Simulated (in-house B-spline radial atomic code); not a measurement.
A fraction x of an electron is moved 4d → 4f in Sn V (Sn4+), starting from [Kr] 4d10 and keeping the highest spin. Method: non-relativistic r2SCAN, spin-polarised, spherical fractional occupations, point nucleus. Calculated with a radial B-spline atomic code at the basis-set limit.

```tsv
x	E(x) - E(0) (eV)	4d down level (eV)	4f up level (eV)
0	0.0000	-69.023	-
0.125	6.5488	-70.016	-17.543
0.25	13.1294	-70.962	-18.132
0.375	19.7581	-71.853	-18.623
0.5	?	?	?
0.625	?	?	?
0.75	39.9374	-74.208	-19.846
0.875	46.7534	-74.895	-20.205
1	53.6087	-75.537	-20.547
```

Q: What belongs in the row x = 0.5?

A: An energy change of 26.4368 eV; 4d down at -72.690 eV, 4f up at -19.063 eV.

Q: What belongs in the row x = 0.625?

A: An energy change of 33.1641 eV; 4d down at -73.474 eV, 4f up at -19.467 eV.

Q: Check Janak's theorem between x = 0.125 and 0.25.

A: The slope of the energy is 52.64 eV; the orbital levels give 52.65 eV (ε of the receiving orbital less ε of the emptying one, averaged over the two points).
